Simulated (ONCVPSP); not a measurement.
What one change does to a pseudopotential (Ce, ONCV)

Ce (Z = 58), optimised norm-conserving Vanderbilt (ONCV), made with ONCVPSP 4.0.1 (BLYP, scalar-relativistic). Core [Kr] 4d10, reference 4f1 5s2 5p6 5d1.5 6s1.5. Waves: 5s+6s: rc 2.75 bohr, ncon 4, nbas 7, qcut 4.3 1/bohr, 2 projectors; 5p: rc 2.95 bohr, ncon 4, nbas 8, qcut 4.6 1/bohr, 2 projectors, debl 0.5 Ha; 5d: rc 3.00 bohr, ncon 4, nbas 8, qcut 5.4 1/bohr, 2 projectors, debl 3.4 Ha; 4f: rc 1.70 bohr, ncon 4, nbas 8, qcut 9.1 1/bohr, 1 projector. Local part: polynomial inside 1.70 bohr (lpopt 5, dvloc0 -1 Ha). Core correction: Teter function, fcfact 2.5, rcfact 1.2.

In the p channel the program set the typed energies aside and used -0.816, 0.250 Ha.

All-electron outer shells of the reference configuration (BLYP, scalar-relativistic, ld1.x):

| shell | level (eV) | outermost node (bohr) | outermost maximum (bohr) |
| --- | --- | --- | --- |
| 4d | -109.34 | 0.31 | 0.66 |
| 5s | -39.55 | 0.75 | 1.37 |
| 5p | -22.21 | 0.81 | 1.55 |
| 4f | -4.33 | – | 0.71 |
| 6s | -3.34 | 1.82 | 3.77 |
| 5d | -2.39 | 0.92 | 2.20 |

Change: f: qcut 12.

Cutoffs: the cutoffs (Ha) at which the residual kinetic energy of the hardest occupied pseudo-wave falls to 1 and 0.1 mHa per electron; they do not see the model core or the augmentation charge, which bear on the density cutoff. Errors are all-electron minus pseudo energies relative to the spin-unpolarised reference configuration.

Problem. Predict the effect on cutoff, ghosts and configuration errors.

Solution. The potential gets harder (38 Ha and 54 Ha → 52 Ha and 58 Ha); the errors of the 4 common tests hardly move; neither file shows a bound ghost. The waves are optimised to have the least kinetic energy above qcut, so the cutoff follows it (qcut²/2 in Ha).

| quantity | base | changed |
| --- | --- | --- |
| cutoff, loose | 38 Ha | 52 Ha |
| cutoff, tight | 54 Ha | 58 Ha |
| loose cutoff by channel | s 5.5 Ha, p 5.6 Ha, d 6.5 Ha, f 38 Ha | s 5.5 Ha, p 5.6 Ha, d 6.5 Ha, f 52 Ha |
| bound ghosts | none | none |
| GHOST(+) flags under 300 eV | s at 31.1 eV | s at 31.1 eV |
| error for 4f1 5s2 5p6 5d1 6s2, meV [ΔE -0.42 eV] | -0.3 | -0.3 |
| error for 4f1 5s2 5p6 5d1 6s1, meV [ΔE 5.56 eV] | +0.2 | +0.1 |
| error for 4f1 5s2 5p6 5d1 6s0, meV [ΔE 16.72 eV] | -1.6 | -1.4 |
| error for 4f1 5s2 5p6 5d2 6s1, meV [ΔE 0.52 eV] | -1.9 | -1.9 |
| s: phases at 2.79 bohr within 0.05 rad from the reference energy up to (Ha; the scan ends near 5) | 1.0 | 1.0 |
| p: phases at 3.00 bohr within 0.05 rad from the reference energy up to (Ha; the scan ends near 5) | 2.6 | 2.6 |
| d: phases at 3.05 bohr within 0.05 rad from the reference energy up to (Ha; the scan ends near 5) | 4.4 | 4.4 |
| f: phases at 1.73 bohr within 0.05 rad from the reference energy up to (Ha; the scan ends near 5) | 0.8 | 0.9 |
| rms error of d²Exc/dni dnj with the model core, mHa | 8.14 | 8.37 |
